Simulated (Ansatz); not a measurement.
Computed with Ansatz (a quantum-chemistry and plane-wave program) with frozen-core CCSD(T)/cc-pVTZ // B3LYP-D3(BJ)/def2-TZVP. The geometry is that of the parent before the electron was removed.

Ansatz 0.2 input:
```yaml
crystal:
  periodic: [false, false, false]
  atoms:
    - { symbol: O, position_ang: [2.16228, -1.467169, -0.855349] }
    - { symbol: C, position_ang: [1.636744, -0.48667, -0.606357] }
    - { symbol: Si, position_ang: [0.822513, 1.170444, -0.471586] }
    - { symbol: Si, position_ang: [-1.173212, 0.026162, 0.176515] }
    - { symbol: H, position_ang: [1.45875, 1.310272, 0.88971] }
    - { symbol: H, position_ang: [-1.675795, -0.760915, -0.976212] }
    - { symbol: H, position_ang: [-1.062634, -0.872463, 1.350895] }
    - { symbol: H, position_ang: [-2.168647, 1.080338, 0.492387] }
basis:
  gaussian: { orbitals: cc-pVTZ }
correlation:
  method: ccsd_t
total_charge: 1
magnetization:
  spin_polarized: true
  initial_magnetization: 1
```

Output:

```
Functional definition: HF
1081 factors; integrals over basis functions are off by at most 8.9e-4 eV
mean field evaluation 1: about -18842.1065 eV, gradient 3.3e1 eV
mean field evaluation 2: about -18842.1172 eV, gradient 3.3e1 eV
mean field evaluation 4: about -18847.8935 eV, gradient 4.5e0 eV
mean field evaluation 8: about -18848.1742 eV, gradient 3.5e-1 eV
mean field evaluation 16: about -18842.1092 eV, gradient 3.3e1 eV
mean field evaluation 32: about -18848.1681 eV, gradient 7.2e-1 eV
mean field evaluation 64: about -18844.0774 eV, gradient 4.6e0 eV
mean field evaluation 96: about -18843.4213 eV, gradient 9.8e-1 eV
mean field evaluation 128: about -18844.1498 eV, gradient 8.6e0 eV
mean field -18848.17963842 eV, -692.6578259569 hartree, gradient 1.9e-6 eV, S^2 0.772945; 3 other end points of the search recorded, 0 dependent functions left out
determinant -18848.17963842 eV, -692.6578259569 hartree, with singles and doubles -18865.33250921 eV, -693.2881823318 hartree
determinant -18845.93905062 eV, -692.5754858740 hartree, with singles and doubles -18863.35199032 eV, -693.2153996051 hartree
12 core orbitals not correlated
reference -18848.17963842 eV, -692.6578259569 hartree; 11, 10 occupied and 161, 162 virtual orbitals, 1081 factors
second order -15.95975112 eV of doubles, -0.00000000 eV of singles
cycle   1  -16.89334238 eV  change    -1.4e0 eV  update   2.8e-2
cycle   2  -16.94104403 eV  change   -4.8e-2 eV  update   7.0e-3
cycle   3  -16.93479774 eV  change    6.2e-3 eV  update   3.5e-3
cycle   4  -16.94018502 eV  change   -5.4e-3 eV  update   1.9e-3
cycle   5  -16.94051554 eV  change   -3.3e-4 eV  update   1.2e-3
cycle   6  -16.94073382 eV  change   -2.2e-4 eV  update   6.6e-4
cycle   7  -16.94108119 eV  change   -3.5e-4 eV  update   3.9e-4
cycle   8  -16.94110808 eV  change   -2.7e-5 eV  update   2.2e-4
cycle   9  -16.94093524 eV  change    1.7e-4 eV  update   1.3e-4
cycle  10  -16.94092072 eV  change    1.5e-5 eV  update   5.9e-5
cycle  11  -16.94096119 eV  change   -4.0e-5 eV  update   2.9e-5
cycle  12  -16.94094387 eV  change    1.7e-5 eV  update   1.4e-5
perturbative correction -0.80525974 eV, -0.0295927497 hartree
Total energy: -18865.92584203 eV, -693.3099869109 hartree
```

Cost: very roughly 5 core-minutes.
